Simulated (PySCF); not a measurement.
**How methods differ on the excitation energy of Hf**

Hf [Xe] 4f14 5d2 6s2 (3F) → Hf [Xe] 4f14 5d3 6s1 (5F), as a difference of total energies. Computed with PySCF 2.14 in aug-cc-pwCVDZ-PP with ECP60MDF (6s6p5d3f, 70 functions), with a scalar-relativistic core potential. Correlated levels: valence: 5s2 5p6 frozen. The calculations carry no spin-orbit coupling.

```tsv
method	excitation energy (eV)
UHF	0.923
MP2 (valence)	1.467
SCS-MP2 (valence)	1.944
CCSD (valence)	1.593
CCSD(T) (valence)	1.650
```

Task: How much does correlation contribute at CCSD(T) (valence)?

Result: 1.650 − (0.923) = 0.727 eV, measured against UHF.
